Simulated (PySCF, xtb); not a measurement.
C2H7NOSi2, SMILES C1N=C(O[SiH2]1)[SiH3].

GFN2-xTB run with xtb 6.7.1 at its own geometry gives an orbital gap of 3.52 eV and a dipole moment of 1.23 D.

The structure is a stationary point at PBE0-D3(BJ)/def2-SVP. The structure was generated by enumeration, and PubChem lists no compound with its InChIKey, so it may never have been made. Other conformers were not sampled.

Q: What does PySCF with CAM-B3LYP/def2-TZVP give? (An estimate is asked for; the answer gives what the named calculation found.)

A: gap 9.59 eV (levels -8.80 and 0.79 eV), dipole 1.65 D.
